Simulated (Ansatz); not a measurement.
C2H4FInO (`C=C[O][InH][F]`) at its PBE0-D4/def2-TZVP geometry, where that method's forces vanish. Charge 0, multiplicity 1. In takes the def2 core potential.

```tsv
atom	x (Å)	y (Å)	z (Å)
C1	1.113	-0.973	-0.288
C2	-0.089	-0.898	-0.849
O3	-1.078	-0.024	-0.584
In4	-1.064	1.450	0.740
F5	0.612	1.572	1.726
H6	1.438	-0.291	0.491
H7	1.800	-1.741	-0.617
H8	-0.383	-1.600	-1.629
H9	-2.349	2.505	1.009
```

Question: For each bond, give half the difference of the two atoms' forces along it (eV/Å; positive pushes the atoms apart) under PBE-D4, r2SCAN-D4, B3LYP-D4, ωB97M-V in def2-TZVPP. (Best estimate.)

Answer: The calculation gave: 
| bond | length (Å) | PBE-D4 | r2SCAN-D4 | B3LYP-D4 | ωB97M-V |
| --- | --- | --- | --- | --- | --- |
| C1–C2 | 1.329 | 0.25 | 0.12 | 0.05 | -0.08 |
| C1–H6 | 1.085 | 0.02 | -0.08 | -0.09 | -0.06 |
| C1–H7 | 1.082 | 0.00 | -0.06 | -0.08 | -0.03 |
| C2–O3 | 1.345 | 0.19 | 0.17 | 0.24 | 0.38 |
| C2–H8 | 1.090 | 0.03 | -0.08 | -0.18 | -0.17 |
| O3–In4 | 1.982 | 0.23 | 0.07 | 0.10 | -0.12 |
| In4–F5 | 1.948 | 0.40 | 0.07 | 0.26 | 0.05 |
| In4–H9 | 1.685 | -0.15 | -0.11 | -0.14 | -0.11 |

B3LYP here is the variant with VWN-RPA as its local correlation; programs differ in this.

Program: Ansatz 0.2.0.
